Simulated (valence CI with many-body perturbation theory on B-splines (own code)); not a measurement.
Ho⁶⁰⁺: electric-dipole lines

Calculated by relativistic CI+MBPT: five valence electrons over a frozen Dirac-Fock core [He], a basis of 11 s, 11 p, 10 d, 8 f, 5 g, 2 h functions for each j, with the one-electron correlation potential Σ1 (screened to all orders), the two-electron term Σ2, the three-electron term Σ3, Breit, model QED; selected single and double excitations, second order for the rest, scaled by the run's own slope (own B-spline code, finite nucleus).

The last digits are not significant, and no measured levels were compared; by estimate large intervals hold to a few tenths of a per cent, small ones and those within an open d or f shell to about a per cent. Among the levels kept, up to 7300 cm⁻¹ of a level comes from second order outside the variational space, and about a tenth of that is noise between levels of different J, which matters for small intervals.

Lines 201 to 250 of 584 in falling wavelength, among levels below 81412 × 10³ cm⁻¹, chosen from the strongest by gf and those to the six lowest levels. Wavelengths and rates use the calculated energies. Electric multipoles are in the length gauge, E1 and E2 with the static RPA response of the core. Weak lines are less certain than strong ones. Lines between different terms over intervals too small for the method are left out, as are lines whose strength nearly cancels. The highest levels of a list are the least certain.

Levels are named by their leading jj configuration (3d3/2^4 stands for four electrons in 3d with j = 3/2), which in mixed levels can hold well under half, so a name can repeat and another be missing. Letters in brackets count levels of one name in rising energy.

| λ vac (nm) | Upper | Lower | A (s⁻¹) | S (a.u.) |
| --- | --- | --- | --- | --- |
| 1.033 | (2p1/2^2 2p3/2^2 3d3/2) J=3/2 | (2s 2p1/2^2 2p3/2 3d3/2) J=3/2 [b] | 1.69e+12 | 3.69e-03 |
| 1.031 | (2p1/2^2 2p3/2^2 3d3/2) J=5/2 | (2s 2p1/2^2 2p3/2 3d3/2) J=3/2 [b] | 1.86e+12 | 6.05e-03 |
| 1.029 | (2s 2p1/2 2p3/2^2 3d3/2) J=5/2 [b] | (2s 2p1/2^2 2p3/2 3p1/2) J=3/2 [b] | 1.12e+12 | 3.60e-03 |
| 1.025 | (2s 2p1/2 2p3/2^2 3d5/2) J=7/2 [c] | (2s^2 2p1/2 2p3/2 3d5/2) J=5/2 [b] | 9.20e+11 | 3.91e-03 |
| 1.024 | (2p1/2^2 2p3/2^2 3p3/2) J=3/2 [a] | (2s 2p1/2^2 2p3/2 3p3/2) J=1/2 [b] | 2.81e+12 | 5.97e-03 |
| 1.024 | (2s 2p1/2 2p3/2^2 3p3/2) J=7/2 [c] | (2s^2 2p1/2 2p3/2 3p3/2) J=5/2 [b] | 1.28e+12 | 5.44e-03 |
| 1.024 | (2s 2p1/2 2p3/2^2 3p3/2) J=5/2 [c] | (2s^2 2p1/2 2p3/2 3p3/2) J=3/2 [b] | 1.61e+12 | 5.12e-03 |
| 1.023 | (2s 2p1/2 2p3/2^3) J=5/2 | (2s^2 2p1/2 2p3/2^2) J=5/2 | 3.67e+12 | 1.17e-02 |
| 1.021 | (2s 2p1/2 2p3/2^2 3p3/2) J=3/2 [d] | (2s^2 2p1/2 2p3/2 3p3/2) J=3/2 [b] | 1.62e+12 | 3.40e-03 |
| 1.021 | (2s 2p1/2 2p3/2^2 3d5/2) J=9/2 [c] | (2s^2 2p1/2 2p3/2 3d5/2) J=7/2 [b] | 1.49e+12 | 7.82e-03 |
| 1.019 | (2s 2p1/2 2p3/2^2 3d5/2) J=5/2 [d] | (2s^2 2p1/2 2p3/2 3d5/2) J=5/2 [b] | 1.63e+12 | 5.11e-03 |
| 1.019 | (2s 2p1/2 2p3/2^2 3d3/2) J=3/2 [c] | (2s^2 2p1/2 2p3/2 3d3/2) J=5/2 [a] | 1.76e+12 | 3.67e-03 |
| 1.018 | (2s 2p1/2 2p3/2^2 3p3/2) J=1/2 [c] | (2s^2 2p1/2 2p3/2 3p3/2) J=1/2 [b] | 3.66e+12 | 3.81e-03 |
| 1.017 | (2s 2p1/2 2p3/2^2 3d5/2) J=3/2 [c] | (2s^2 2p1/2 2p3/2 3d5/2) J=3/2 [b] | 1.40e+12 | 2.91e-03 |
| 1.016 | (2s 2p1/2^2 2p3/2 3d3/2) J=3/2 [b] | (2s^2 2p1/2^2 3d3/2) J=3/2 | 3.59e+12 | 7.43e-03 |
| 1.016 | (2s 2p1/2 2p3/2^2 3d5/2) J=3/2 [d] | (2s^2 2p1/2 2p3/2 3d5/2) J=1/2 | 2.10e+12 | 4.34e-03 |
| 1.015 | (2s 2p1/2^2 2p3/2 3d5/2) J=7/2 [b] | (2s^2 2p1/2^2 3d5/2) J=5/2 | 4.30e+12 | 1.78e-02 |
| 1.015 | (2s 2p1/2 2p3/2^3) J=1/2 | (2s^2 2p1/2 2p3/2^2) J=1/2 | 2.63e+12 | 2.72e-03 |
| 1.014 | (2s 2p1/2 2p3/2^2 3d5/2) J=7/2 [e] | (2s^2 2p1/2 2p3/2 3d5/2) J=7/2 [b] | 2.92e+12 | 1.20e-02 |
| 1.014 | (2s 2p1/2^2 2p3/2 3s) J=1/2 | (2s^2 2p1/2^2 3s) J=1/2 | 3.75e+12 | 3.86e-03 |
| 1.013 | (2s 2p1/2 2p3/2^2 3d5/2) J=5/2 [e] | (2s^2 2p1/2 2p3/2 3d5/2) J=3/2 [b] | 2.21e+12 | 6.80e-03 |
| 1.013 | (2s 2p1/2^2 2p3/2 3p3/2) J=5/2 [b] | (2s^2 2p1/2^2 3p3/2) J=3/2 | 4.71e+12 | 1.45e-02 |
| 1.012 | (2s 2p1/2 2p3/2^2 3d5/2) J=7/2 [c] | (2s^2 2p1/2 2p3/2 3d5/2) J=5/2 [a] | 9.79e+11 | 4.00e-03 |
| 1.011 | (2s 2p1/2 2p3/2^2 3p3/2) J=5/2 [e] | (2s^2 2p1/2 2p3/2 3p3/2) J=5/2 [b] | 4.28e+12 | 1.31e-02 |
| 1.010 | (2s 2p1/2 2p3/2^2 3s) J=1/2 [a] | (2s^2 2p1/2 2p3/2 3s) J=3/2 [a] | 3.47e+12 | 3.53e-03 |
| 1.010 | (2s 2p1/2 2p3/2^2 3p3/2) J=3/2 [e] | (2s^2 2p1/2 2p3/2 3p3/2) J=3/2 [b] | 2.09e+12 | 4.26e-03 |
| 1.009 | (2p1/2 2p3/2^4) J=1/2 | (2s 2p1/2 2p3/2^3) J=3/2 [b] | 1.06e+13 | 1.07e-02 |
| 1.009 | (2s 2p1/2 2p3/2^2 3p3/2) J=3/2 [c] | (2s^2 2p1/2 2p3/2 3p3/2) J=5/2 [a] | 2.71e+12 | 5.50e-03 |
| 1.009 | (2s 2p1/2 2p3/2^2 3p3/2) J=3/2 [f] | (2s^2 2p1/2 2p3/2 3p3/2) J=1/2 [b] | 1.65e+12 | 3.34e-03 |
| 1.009 | (2s 2p1/2^2 2p3/2 3p1/2) J=1/2 | (2s^2 2p1/2^2 3p1/2) J=1/2 | 4.99e+12 | 5.05e-03 |
| 1.008 | (2s 2p1/2 2p3/2^2 3d3/2) J=7/2 [c] | (2s^2 2p1/2 2p3/2 3d3/2) J=7/2 | 4.44e+12 | 1.79e-02 |
| 1.008 | (2s 2p1/2^2 2p3/2 3d3/2) J=5/2 [b] | (2s^2 2p1/2^2 3d3/2) J=3/2 | 3.52e+12 | 1.07e-02 |
| 1.008 | (2s 2p1/2^2 2p3/2 3p1/2) J=3/2 [b] | (2s^2 2p1/2^2 3p1/2) J=1/2 | 4.40e+12 | 8.88e-03 |
| 1.007 | (2s 2p1/2 2p3/2^2 3d5/2) J=3/2 [e] | (2s^2 2p1/2 2p3/2 3d5/2) J=1/2 | 1.46e+12 | 2.95e-03 |
| 1.007 | (2s 2p1/2 2p3/2^3) J=3/2 [b] | (2s^2 2p1/2 2p3/2^2) J=1/2 | 2.32e+12 | 4.69e-03 |
| 1.005 | (2s 2p1/2 2p3/2^2 3d3/2) J=5/2 [e] | (2s^2 2p1/2 2p3/2 3d3/2) J=3/2 [b] | 1.04e+12 | 3.13e-03 |
| 1.005 | (2s 2p1/2 2p3/2^2 3s) J=3/2 [d] | (2s^2 2p1/2 2p3/2 3s) J=3/2 [b] | 5.94e+12 | 1.19e-02 |
| 1.005 | (2s 2p1/2 2p3/2^2 3d5/2) J=5/2 [d] | (2s^2 2p1/2 2p3/2 3d5/2) J=3/2 [a] | 2.66e+12 | 7.98e-03 |
| 1.005 | (2p1/2^2 2p3/2^2 3s) J=1/2 | (2s 2p1/2^2 2p3/2 3s) J=3/2 [b] | 4.08e+12 | 4.08e-03 |
| 1.004 | (2s 2p1/2 2p3/2^2 3d5/2) J=5/2 [c] | (2s^2 2p1/2 2p3/2 3d5/2) J=7/2 [a] | 2.79e+12 | 8.38e-03 |
| 1.004 | (2s 2p1/2 2p3/2^3) J=5/2 | (2s^2 2p1/2 2p3/2^2) J=3/2 | 2.25e+11 | 6.76e-04 |
| 1.004 | (2s 2p1/2^2 2p3/2 3s) J=3/2 [b] | (2s^2 2p1/2^2 3s) J=1/2 | 4.11e+12 | 8.20e-03 |
| 1.004 | (2p1/2^2 2p3/2^3) J=3/2 | (2s 2p1/2^2 2p3/2^2) J=3/2 | 7.55e+12 | 1.51e-02 |
| 1.003 | (2s 2p1/2^2 2p3/2 3d5/2) J=5/2 [b] | (2s^2 2p1/2^2 3d5/2) J=5/2 | 4.83e+12 | 1.44e-02 |
| 1.003 | (2s 2p1/2 2p3/2^2 3s) J=1/2 [b] | (2s^2 2p1/2 2p3/2 3s) J=1/2 | 4.33e+12 | 4.32e-03 |
| 1.003 | (2s 2p1/2 2p3/2^2 3p3/2) J=1/2 [b] | (2s^2 2p1/2 2p3/2 3p3/2) J=3/2 [a] | 5.36e+12 | 5.34e-03 |
| 1.003 | (2s 2p1/2 2p3/2^2 3p1/2) J=5/2 [c] | (2s^2 2p1/2 2p3/2 3p1/2) J=5/2 | 6.42e+12 | 1.92e-02 |
| 1.003 | (2s 2p1/2 2p3/2^2 3d5/2) J=5/2 [e] | (2s^2 2p1/2 2p3/2 3d5/2) J=5/2 [b] | 1.65e+12 | 4.92e-03 |
| 1.003 | (2s 2p1/2 2p3/2^2 3s) J=3/2 [c] | (2s^2 2p1/2 2p3/2 3s) J=5/2 | 5.21e+12 | 1.04e-02 |
| 1.003 | (2s 2p1/2 2p3/2^2 3p3/2) J=7/2 [c] | (2s^2 2p1/2 2p3/2 3p3/2) J=7/2 | 5.94e+12 | 2.37e-02 |
